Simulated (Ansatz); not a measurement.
Start from `[OH][In]([F])[F]` and change one element to get `[OH][Al]([F])[F]`.

Ansatz, PBE0-D4/def2-TZVP geometries, multiplicity 1. Each molecule was computed in one conformer, which needn't be the lowest.

Elements past krypton have def2 core potentials.

```
                                        property  `[OH][In]([F])[F]`
               LUMO energy (PBE/def2-TZVPP) / eV               -3.78
               HOMO energy (PBE/def2-TZVPP) / eV               -7.93
              HOMO energy (PBE0/def2-TZVPP) / eV               -9.66
             LUMO energy (B3LYP/def2-TZVPP) / eV               -3.24
size of the dipole moment (B3LYP/def2-TZVPP) / D                2.19
              LUMO energy (PBE0/def2-TZVPP) / eV               -2.84
```

(1) What does the change do to each property? (An estimate is asked.)

Answers

(1) The calculation gave: 
```csv
property,`[OH][Al]([F])[F]`,shift
LUMO energy (PBE/def2-TZVPP) / eV,-1.97,1.81
HOMO energy (PBE/def2-TZVPP) / eV,-8.20,-0.27
HOMO energy (PBE0/def2-TZVPP) / eV,-9.95,-0.29
LUMO energy (B3LYP/def2-TZVPP) / eV,-1.47,1.77
size of the dipole moment (B3LYP/def2-TZVPP) / D,1.96,-0.23
LUMO energy (PBE0/def2-TZVPP) / eV,-1.09,1.75
```

With PBE0 the HOMO falls by 0.29 eV and the LUMO rises by 1.75 eV, so the gap widens by about 2.04 eV. PBE moves the HOMO by -0.27 eV and ωB97M-V by -0.30 eV. Dipoles are sizes alone; their direction can turn.

B3LYP here is the variant with VWN-RPA as its local correlation; programs differ in this.
